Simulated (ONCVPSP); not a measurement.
Varying the ONCV potential for Mn

Base potential:

- Element: Mn
- Generator: ONCVPSP 4.0.1
- Type: optimised norm-conserving Vanderbilt (ONCV)
- Functional: PBE
- Relativity: scalar-relativistic
- Frozen core: [Ne]
- Valence charge: 15
- Reference configuration: 3s2 3p6 3d5 4s1.5 4p0.5
- Partial waves: 3s+4s: rc 1.20 bohr, ncon 4, nbas 8, qcut 8.6 1/bohr, 2 projectors; 3p+4p: rc 1.75 bohr, ncon 4, nbas 7, qcut 6.9 1/bohr, 2 projectors; 3d: rc 1.95 bohr, ncon 3, nbas 7, qcut 9.8 1/bohr, 2 projectors, debl 3.9 Ha
- Local potential: polynomial inside 1.05 bohr (lpopt 5, dvloc0 4 Ha)
- Core correction: polynomial model core, fcfact 0.45

All-electron outer shells of the reference configuration (PBE, scalar-relativistic, ld1.x):

```csv
shell,level (eV),outermost node (bohr),outermost maximum (bohr)
2s,-744.76,0.08,0.23
2p,-631.00,–,0.19
3s,-86.73,0.34,0.74
3p,-55.44,0.31,0.75
3d,-7.59,–,0.76
4s,-5.63,1.05,2.47
4p,-1.77,1.16,3.34
```

Cutoffs, loose and tight: the cutoffs (Ha) at which the residual kinetic energy of the hardest occupied pseudo-wave falls to 1 and 0.1 mHa per electron. They do not see the model core or the augmentation charge, which bear on the density cutoff. Test errors are all-electron minus pseudo excitation energies from the reference, over the configurations 3s2 3p6 3d5 4s2 4p0; 3s2 3p6 3d5 4s1 4p0; 3s2 3p6 3d5 4s0 4p0; 3s2 3p5 3d5 4s2 4p0. A dash means not determined; rows that change the core or the reference have their own tests.

```csv
change,outcome,"cutoff, loose","cutoff, tight",bound ghosts,GHOST(+) flags above zero,largest test error (meV)
base,generated,31 Ha,38 Ha,none,none,-75
d: nbas 8,generated,31 Ha,38 Ha,none,none,-72
"local potential polynomial inside 1.05 bohr (lpopt 5, dvloc0 -1 Ha)",generated,31 Ha,38 Ha,none,none,-76
p: nproj 3,generated,31 Ha,38 Ha,none,p,-75
"d: ncon 4, nbas 8",generated,31 Ha,38 Ha,none,none,-68
functional PBEsol,generated,31 Ha,38 Ha,none,none,-71
```

**Question.** What comes out with this change to the base: reference 3s2 3p6 3d5 4s1; wave 3p+4p: rc 1.75 bohr, ncon 4, nbas 7, qcut 6.9 1/bohr, 2 projectors becomes 3p: rc 1.75 bohr, ncon 4, nbas 7, qcut 6.9 1/bohr, 2 projectors, debl 3.4 Ha?

**Answer.** outcome: generated; cutoff, loose: 31 Ha; cutoff, tight: 38 Ha; bound ghosts: none; GHOST(+) flags above zero: none; largest test error (meV): +697.

**Question.** What comes out with this change to the base: s: rc 1.34?

**Answer.** outcome: generated; cutoff, loose: 31 Ha; cutoff, tight: 36 Ha; bound ghosts: none; GHOST(+) flags above zero: none; largest test error (meV): -72.
